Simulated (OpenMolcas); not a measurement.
Computed levels of 3d³ in ions with 21 electrons, in cm-1 above ⁴F_3/2.

* Program: OpenMolcas
* Method: MS-RASPT2, IPEA 0.25 Eh, imaginary shift 0.1 Eh
* Basis: ANO-R2
* Scalar Hamiltonian: X2C, finite nucleus
* Spin-orbit coupling: state interaction with AMFI integrals over the reference wave functions, term energies averaged over their components

Active space for each ion: 9 electrons in 8 orbitals (RAS1 3p, at most 2 holes; RAS2 3d); closed shells correlated by CASPT2: 3s.

```
 Level   Cr3+   Fe5+   Ni7+
⁴F_5/2    261    527    976
⁴F_7/2    616   1237   2260
⁴F_9/2   1058   2100   3800
⁴P_1/2  14780  19420  24290
⁴P_3/2  14890  19600  24540
⁴P_5/2  15200  20260  25840
²G_7/2  15800  21110  26900
²G_9/2  16180  21830  28120
²P_3/2  20290  26920  33860
```

Question: Estimate ⁴F_9/2, ⁴P_1/2, ⁴P_3/2 for Mn4+ from its neighbours Cr3+ and Fe5+.

Answer: ⁴F_9/2 is fine structure, which grows about as the fourth power of a screened charge, so the fourth roots are averaged: ((1058^0.25 + 2100^0.25) / 2)^4 = 1513. The calculation gives 1525, so the estimate is off by -0.8 %; the measured value is 1412 (Corliss and Sugar, J. Phys. Chem. Ref. Data 6, 1253 (1977)).
⁴P_1/2 is another term, which grows about linearly with the charge: (14780 + 19420) / 2 = 17100. The calculation gives 17090, so the estimate is off by +0.1 %; the measured value is 16434 (Corliss and Sugar, J. Phys. Chem. Ref. Data 6, 1253 (1977)).
⁴P_3/2 is another term, which grows about linearly with the charge: (14890 + 19600) / 2 = 17245. The calculation gives 17230, so the estimate is off by +0.1 %; the measured value is 16595 (Corliss and Sugar, J. Phys. Chem. Ref. Data 6, 1253 (1977)).

Mixed levels, with the weight of the term that names them: Cr3+ ²P_3/2 (70 %), Mn4+ ²P_3/2 (72 %), Fe5+ ²P_3/2 (67 %), Ni7+ ²P_3/2 (55 %).

CASPT2 breaks the degeneracy within a term, and the mean is taken; among the terms shown or strongly mixed into the levels shown the widest spread is 1200 cm-1 (3d³ ⁴F, Ni7+). Active for correlation alone: 3p; no level in the range computed is led by a configuration that opens it, so any true level of that kind is missing. Measured partners are found by configuration, term and J. A level has none where our copy of the source lacks it or the pairing is in doubt (some pairs that miss far off the trend of their configuration count as doubtful), and it then counts in no deviation. Only configurations of the active space appear.
